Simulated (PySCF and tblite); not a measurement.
Values are calculated unless marked as measured or tabulated.
C6H5NO3, numbered as in [CH2:1]=[CH:2][c:3]1[o:4][n:5][cH:6][c:7]1[O:8][CH:9]=[O:10]. Geometries GFN2-xTB; weights from B3LYP-D3(BJ)/def2-SVP (IEF-PCM, cyclohexane) energies and GFN2-xTB thermal corrections, with symmetry numbers and mirror pairs. Conformers within 3 kcal/mol (GFN2-xTB free energy) were kept, 6 at most. GIAO shieldings: KT3/pcSseg-1 (IEF-PCM, cyclohexane). Shifts are against TMS (¹H), TMS (¹³C) at the same level. Programs: PySCF with density fitting and tblite.

Torsions listed: C1–C2–C3–O4, C3–C7–O8–C9, C7–O8–C9–O10. Of a mirror pair one member is shown.

| conformer | shape | point group | mirror pair | ΔE(DFT) | Δ(G−E) at 330 K | δ C2 (ppm) |
| --- | --- | --- | --- | --- | --- | --- |
| 1 | 0°, 180°, 0° | Cs | no | 0.00 | 0.00 | 116.5 |
| 2 | 180°, 180°, 0° | Cs | no | 0.48 | 0.10 | 119.5 |
| 3 | 2°, 50°, 0° | C1 | yes | 2.02 | 0.06 | 119.7 |

Energies in kcal/mol; the thermal term leaves out symmetry numbers and mirror images.

(1) Work out the weights at 330 K and the ¹³C shift of C2 under fast exchange.

Answers

(1) RT = 0.656 kcal/mol. Each conformer gets RT ln(σ/g), with σ the rotational symmetry number and g = 2 for a mirror pair: 1: σ = 1, g = 1, G = 0.00 + 0.00 + 0.00 = 0.00, 0.00 above the lowest, exp(−ΔG/RT) = 1.000; 2: σ = 1, g = 1, G = 0.48 + 0.10 + 0.00 = 0.58, 0.58 above the lowest, exp(−ΔG/RT) = 0.414; 3: σ = 1, g = 2, G = 2.02 + 0.06 − 0.45 = 1.63, 1.63 above the lowest, exp(−ΔG/RT) = 0.083. The sum is 1.497, so the weights are 66.8, 27.7, 5.5 %. The averaged shift is 117.5 ppm. At 298.15 K it is 117.4 ppm. At 298.15 K the leading conformer alone gives 116.5 ppm and bare DFT energies give 117.5 ppm.


Conformer gaps in def2-SVP on xTB geometries can be 2 kcal/mol too large for S=O, P=O and other polar bonds.